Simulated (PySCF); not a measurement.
# Excitation energy of B by level of theory

B [He] 2s2 2p1 (2P) → B [He] 2s1 2p2 (4P), as a difference of total energies. All numbers are calculated (PySCF 2.14, the spin-free X2C one-electron Hamiltonian (Gaussian nucleus), in aug-cc-pCVTZ-DK with one added diffuse shell each of s, p, d, f type (8s7p5d3f, 75 functions)). Correlated levels: valence: 1s2 frozen; valence and next inner shell: nothing frozen. The calculations carry no spin-orbit coupling.

```tsv
method	excitation energy (cm⁻¹)
UHF	17763
LDA	26594
PBE	26519
PBE0	26082
r2SCAN	23760
BP86	27533
M06-2X	30703
BHandHLYP	29327
revPBE	26941
MP2 (valence)	25143
SCS-MP2 (valence)	28181
MP2 (valence and next inner shell)	25240
SCS-MP2 (valence and next inner shell)	28298
```
